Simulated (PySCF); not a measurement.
Species: GeH₅P.
Atom-mapped SMILES: `[PH2:1][GeH3:2]` (hydrogens: H3, H4 on P1; H5, H6, H7 on Ge2)

Computed by this run: PBE0-D3(BJ)/def2-SVP geometry optimisation, gas phase (PySCF 2.14.0); density fitting, grid level 1; the optimiser is geomeTRIC in internal coordinates, started from a GFN2-xTB structure with every atom displaced at random (about 0.03 Å).

Step 0: E = -65867.3433 eV
```
atom  x, y, z in Å  |  force x, y, z in eV/Å
P1      1.5077    0.0088    0.5697   -0.901   2.997   0.786
Ge2    -0.7985    0.1292    0.0428    0.889   0.479   0.370
H3      1.7718    0.5171   -0.7289    0.294   0.121  -0.154
H4      1.6591   -1.2429    0.1806    0.208  -2.875  -0.878
H5     -1.5859   -0.6119    1.0534   -0.547  -0.596   0.898
H6     -1.3143    1.5626    0.0348    0.145   0.352   0.066
H7     -1.1413   -0.4551   -1.2751   -0.088  -0.477  -1.088
```

Step 1: E = -65867.6123 eV
```
atom  x, y, z in Å  |  force x, y, z in eV/Å
P1      1.4669    0.0650    0.5594   -0.081   0.020  -0.009
Ge2    -0.8070    0.1226    0.0502   -0.161  -0.096  -0.060
H3      1.8323    0.5742   -0.7271    0.018  -0.032   0.029
H4      1.6024   -1.2994    0.1547    0.020   0.011  -0.012
H5     -1.6056   -0.6414    1.1365    0.134   0.077  -0.104
H6     -1.2745    1.5916    0.0371    0.039  -0.028   0.019
H7     -1.1160   -0.5048   -1.3334    0.030   0.048   0.138
```

Q: Estimate the geometry and energy of step 2. (The exact step hangs on the optimiser's Hessian estimate; all steps are aligned on step 1, rigid shifts and turns removed.)

A: E = -65867.6156 eV, largest force 0.064 eV/Å
```
atom  x, y, z in Å  |  force x, y, z in eV/Å
P1      1.4569    0.0664    0.5599   -0.020  -0.014  -0.003
Ge2    -0.8120    0.1222    0.0441   -0.048  -0.014  -0.039
H3      1.8377    0.5710   -0.7224    0.015  -0.004   0.006
H4      1.6023   -1.2976    0.1547    0.006   0.018   0.007
H5     -1.5910   -0.6398    1.1324    0.031   0.005  -0.003
H6     -1.2730    1.5909    0.0389    0.014   0.000   0.007
H7     -1.1224   -0.5053   -1.3303    0.002   0.008   0.024
```

The energy changes by -0.0033 eV. The first-order estimate −F·Δx gives -0.0052 eV and the mean of the old and new forces, exact on a quadratic surface, -0.0033 eV. The step makes an angle of 46° with the force vector and moves no atom by more than 0.015 Å.

What follows is the cost of the whole optimisation. On one thread of an Arm Neoverse V2, no GPU (shared host), this took 7.6 s wall and 0.30 GiB of memory at its peak.
